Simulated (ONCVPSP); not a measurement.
## Logarithmic derivatives: lutetium (Lu), ONCV

| Property | Result |
| --- | --- |
| Element | Lu (Z = 71) |
| Generator | ONCVPSP 4.0.1 |
| Type | optimised norm-conserving Vanderbilt (ONCV) |
| Functional | PBEsol |
| Relativity | fully relativistic |
| Frozen core | [Xe] |
| Valence charge | 17 |
| Reference configuration | 4f14 5d1.5 6s1.5 |
| Partial waves | 6s: rc 2.35 bohr, ncon 3, nbas 6, qcut 2.4 1/bohr, 1 projector; p scattering state at 0.46 Ha: rc 2.80 bohr, ncon 4, nbas 9, qcut 2.6 1/bohr, 2 projectors, debl 1.8 Ha; 5d: rc 3.30 bohr, ncon 3, nbas 8, qcut 5.3 1/bohr, 2 projectors, debl 2.8 Ha; 4f: rc 1.00 bohr, ncon 4, nbas 7, qcut 16.8 1/bohr, 2 projectors, debl 3.4 Ha |
| Local potential | polynomial inside 0.75 bohr (lpopt 5, dvloc0 0 Ha) |
| Core correction | Teter function, fcfact 4.75, rcfact 1.75 |

Open shells are filled in proportion to 2j + 1.

The phase is arctan(r·R′/R) of the radial function R(r), unwrapped; energies in Ha, scanned from -2 to 5 Ha. A pole is an energy at which the radial function vanishes at the test radius. The pseudo phase is shifted by a multiple of π to meet the all-electron one at the reference energy, and phase errors are pseudo minus all-electron; the curves can meet again beyond the range given. Levels narrower than the energy grid can be missing from the lists of poles.

Question: For each channel, where are the poles, and over which energies does the pseudopotential scatter like the atom?

Answer:

```csv
channel,radius (bohr),reference energy (Ha),"poles, all-electron","poles, pseudo",unbroken range about the reference energy with phases within 0.05 rad,phase error 1 Ha above the reference energy (rad)
s,2.39,-0.17,2.20,"1.10, 4.40",-1.3 to 0.2,-0.128
p3/2,2.85,0.46,"-1.02, 1.83","1.41, 1.86",0.1 to 1.4,-0.543
p1/2,2.85,0.46,"-1.29, 1.59","1.41, 1.76",-0.9 to 1.5,-0.037
d5/2,3.34,-0.05,"0.15, 1.99","0.15, 2.00",below 0.6,+0.047
d3/2,3.34,-0.06,"0.12, 1.94, 4.98","0.13, 1.95",below 0.6,+0.047
f7/2,1.02,-0.31,1.00,1.00,the whole range,+0.000
f5/2,1.02,-0.36,0.91,0.91,the whole range,+0.000
```

Note: ghosts flagged at negative energy: s at -751.7 eV, s at -154.1 eV, p3/2 at -327.2 eV, p1/2 at -324.1 eV (a further GHOST(-) flag falls on a real empty level of the atom); GHOST(+) flagged for p3/2 at 41.5 eV, p1/2 at 45.3 eV, d5/2 at 68.9 eV, d3/2 at 83.0 eV. A true bound ghost makes a file unfit for plane-wave use.

Phases in the s channel:

```tsv
E (Ha)	all-electron	pseudo
-1.98	1.403	1.274
-1.62	1.296	1.228
-1.26	1.208	1.159
-0.90	1.079	1.042
-0.54	0.825	0.802
-0.18	0.198	0.198
0.18	-0.707	-0.754
0.54	-1.145	-1.238
0.90	-1.332	-1.469
1.26	-1.432	-1.662
1.62	-1.497	-2.064
1.98	-1.546	-3.784
2.34	-1.586	-4.365
2.70	-1.625	-4.513
3.06	-1.666	-4.585
3.42	-1.718	-4.631
3.78	-1.792	-4.666
4.14	-1.929	-4.694
4.50	-2.287	-4.719
4.86	-3.425	-4.744
```
